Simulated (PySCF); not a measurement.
## Correlation energy of C (carbon, neutral)

[He] 2s2 2p2, high-spin 3P determinant. All numbers are calculated (PySCF 2.14, no relativity, point nucleus, in 6-31G* (3s2p1d, 14 functions)). Frozen: 1s2; 4 electrons correlated.

MP2 pair energies summed by pair of shells (mhartree):

```tsv
pair	energy	share (%)
2s-2p	-29.58	58.2
2s-2s	-15.96	31.4
2p-2p	-5.32	10.5
```

Total MP2 correlation energy: -50.86 mhartree.

Same-spin part -9.01 and opposite-spin part -41.86 mhartree; SCS-MP2 scales them by 1/3 and 6/5 to -53.23 mhartree.

| level | correlation energy (mhartree) |
| --- | --- |
| CCSD | -69.78 |
| (T) | -0.92 |
| CCSD(T) | -70.70 |

Diagnostics: T1 = 0.0062, D1 = 0.0144, largest double amplitude 0.127.

Cost of the coupled-cluster step: 0.07 s of wall time on 1 thread of Neoverse-V2 (shared host), for 4 correlated electrons.

Iterations:

```
CC2 = 0
CCSD nocc = (np.int64(3), np.int64(1)), nmo = (13, 13)
frozen orbitals [[0], [0]]
max_cycle = 100
direct = 0
conv_tol = 1e-08
conv_tol_normt = 1e-06
diis_space = 8
diis_start_cycle = 0
Init t2, MP2 energy = -0.0508637608212211
Init E_corr(UCCSD) = -0.0508637608212622
cycle = 1  E_corr(UCCSD) = -0.0634457562288351  dE = -0.0125819954  norm(t1,t2) = 0.0428461
cycle = 2  E_corr(UCCSD) = -0.0671605724580175  dE = -0.00371481623  norm(t1,t2) = 0.018722
cycle = 3  E_corr(UCCSD) = -0.0698426760582751  dE = -0.0026821036  norm(t1,t2) = 0.00949649
cycle = 4  E_corr(UCCSD) = -0.069773793736255  dE = 6.8882322e-05  norm(t1,t2) = 0.00116846
cycle = 5  E_corr(UCCSD) = -0.0697830133665864  dE = -9.21963033e-06  norm(t1,t2) = 0.00015437
cycle = 6  E_corr(UCCSD) = -0.0697783954507996  dE = 4.61791579e-06  norm(t1,t2) = 2.68336e-05
cycle = 7  E_corr(UCCSD) = -0.0697801903342555  dE = -1.79488346e-06  norm(t1,t2) = 6.13302e-06
cycle = 8  E_corr(UCCSD) = -0.0697797993477606  dE = 3.90986495e-07  norm(t1,t2) = 1.66977e-06
cycle = 9  E_corr(UCCSD) = -0.0697798399277502  dE = -4.05799896e-08  norm(t1,t2) = 2.40548e-07
cycle = 10  E_corr(UCCSD) = -0.0697798335718586  dE = 6.35589166e-09  norm(t1,t2) = 3.74644e-08
UCCSD converged
E(UCCSD) = -37.75035648950766  E_corr = -0.06977983357185856
UCCSD(T) correction = -0.000918511890325224
```
